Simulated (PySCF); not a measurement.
silene (CH₄Si), SMILES C=[SiH2].

The structure is a stationary point at r2SCAN-D4/def2-TZVP.

These are B3LYP/def2-TZVPD (PySCF) values and carry that method's errors.

Symmetry labels are those of the subgroup C2v that the program uses (full group C2v).

Computed valence orbital energies around the gap with their symmetry:
| orbital | symmetry | energy (eV) |
|---|---|---|
| HOMO−7 | B2 | -98.87 |
| HOMO−6 | A1 | -98.82 |
| HOMO−5 | A1 | -18.35 |
| HOMO−4 | A1 | -13.97 |
| HOMO−3 | B2 | -11.56 |
| HOMO−2 | A1 | -9.91 |
| HOMO−1 | B2 | -9.83 |
| HOMO | B1 | -6.41 |
| LUMO | B1 | -1.47 |
| LUMO+1 | A1 | 0.16 |
| LUMO+2 | A1 | 0.30 |
| LUMO+3 | A1 | 0.76 |
